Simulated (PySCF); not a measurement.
Correlation energy of Br (bromine, neutral)

[Ar] 3d10 4s2 4p5, 2P determinant. Calculation: PySCF 2.14, in def2-SVP; no relativity, point nucleus. Frozen: [Ar] 3d10; 7 electrons correlated.

MP2 pair energies summed by pair of shells (mhartree):

```json
{"pair": "4p-4p", "energy": "-64.82", "share (%)": "66.5"}
{"pair": "4s-4p", "energy": "-26.72", "share (%)": "27.4"}
{"pair": "4s-4s", "energy": "-5.97", "share (%)": "6.1"}
```

Total MP2 correlation energy: -97.51 mhartree.

Same-spin part -24.43 and opposite-spin part -73.08 mhartree; SCS-MP2 scales them by 1/3 and 6/5 to -95.84 mhartree.

| level | correlation energy (mhartree) |
| --- | --- |
| CCSD | -112.29 |
| (T) | -1.33 |
| CCSD(T) | -113.62 |

Diagnostics: T1 = 0.0051, D1 = 0.0184, largest double amplitude 0.052.

Cost of the coupled-cluster step: 0.24 s of wall time on 1 thread of Neoverse-N1 (shared host), for 7 correlated electrons.
